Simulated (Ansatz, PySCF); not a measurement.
Reaction (SMILES): [F][Mg][F] → [F][Mg] + F atom (the F-Mg bond at the site shown breaks; other sites are not compared here)
Structures are relaxed separately at B3LYP-D3(BJ)/def2-TZVP in Ansatz (a quantum-chemistry and plane-wave program). Frequencies are from Ansatz or PySCF. A spin state is the lowest found, not a proven ground state.

Wanted: bond dissociation energy (enthalpy at 298 K, with B3LYP-D3(BJ) rigid-rotor harmonic-oscillator terms), in eV. Cores are frozen in the correlated levels unless marked. UHF or UKS for open shells. No spin-orbit coupling. No relativistic terms. Basis-set limits of correlation are two-point, X^-3; Hartree-Fock from the larger set. [CCSD(T)-MP2]/basis is that difference in the basis named.

```tsv
level	program	bond dissociation energy (eV)	minus last row
HF/def2-SVP	Ansatz	4.18	-1.93
PBE-D3(BJ)/def2-TZVPD	Ansatz + dftd3	5.99	-0.12
B3LYP-D3(BJ)/def2-TZVPD	Ansatz + dftd3	5.88	-0.23
PBE0/def2-SVP	Ansatz	5.81	-0.30
PBE0/def2-TZVPD	Ansatz	5.75	-0.36
CAM-B3LYP-D3(BJ)/def2-TZVPD	Ansatz + dftd3	5.97	-0.14
CAM-B3LYP-D4/def2-TZVPD	Ansatz + dftd4	5.97	-0.14
wB97M-V/def2-TZVPD	Ansatz	6.03	-0.08
B2PLYP-D4/def2-TZVPD	Ansatz + dftd4	5.96	-0.15
MP2/def2-SVP	Ansatz	5.99	-0.12
RI-MP2/def2-TZVPPD	Ansatz	6.22	0.11
RI-MP2/CBS(def2-TZVPP,def2-QZVPP)	Ansatz	6.42	0.31
SCS-MP2/def2-SVP	Ansatz	5.85	-0.26
SCS-MP2/def2-QZVPP	Ansatz	6.18	0.07
CCSD/6-31G*	Ansatz	5.69	-0.42
CCSD/CBS(def2-TZVPP,def2-QZVPP)	Ansatz	6.00	-0.11
CCSD(T)/STO-3G	Ansatz	5.07	-1.04
CCSD(T)/6-31G*	Ansatz	5.73	-0.38
CCSD(T)/def2-TZVPP	Ansatz	5.85	-0.26
RI-MP2/CBS(def2-TZVPP,def2-QZVPP)+[CCSD(T)-MP2]/def2-QZVPP	Ansatz	6.12	0.01
CCSD(T)/CBS(def2-TZVPPD,def2-QZVPPD)	Ansatz	6.11	0.00
```
